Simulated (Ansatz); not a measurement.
The same path of FH$_{6}$OPSi$_{2}$ (11 atoms, charge 0, multiplicity 1) was run twice with different band settings. The coordinate that changes most is the dihedral O3–P4–Si5–H11.

Computed with RKS PBE0/STO-3G in Ansatz 0.2.0.

Relaxed end points:

```xyz
11
Properties=species:S:1:pos:R:3
F -1.667 1.114 1.715
Si -0.976 1.949 0.485
O 0.257 1.001 -0.215
P -0.408 -0.446 -0.940
Si 0.975 -1.928 -0.013
H -2.013 2.319 -0.463
H -0.311 3.131 0.991
H 0.373 -0.355 -2.119
H 0.933 -3.150 -0.783
H 0.560 -2.230 1.335
H 2.342 -1.462 0.027
```

```xyz
11
Properties=species:S:1:pos:R:3
F -1.090 1.460 1.912
Si -0.829 2.035 0.398
O 0.156 0.937 -0.459
P -0.664 -0.594 -0.671
Si 0.971 -1.930 0.040
H -2.116 2.259 -0.239
H -0.072 3.269 0.453
H -0.285 -0.743 -2.028
H 2.274 -1.510 -0.422
H 0.726 -3.268 -0.446
H 0.994 -1.972 1.482
```

Common settings: spring 5.0 eV/Å²; optimiser quadratic models (default); start path through a guess of the saddle point; force threshold 0.03 eV/Å; iteration limit 60; end points relaxed.

| run | movable images | climbing image |
| --- | --- | --- |
| 1 | 5 | yes |
| 2 | 8 | no |

Q: What does each run give, and how far can it be trusted?

A: Run 1: converged after 16 iterations, highest image 0.037 eV above the first end. A vibrational analysis at the climbing image gives one clearly imaginary mode, 92i cm⁻¹: a first-order saddle point.
Run 2: converged after 9 iterations, highest image 0.038 eV above the first end. No image climbed, so the highest image needn't sit at the top of the path.
Limits of this set-up: minimal basis.
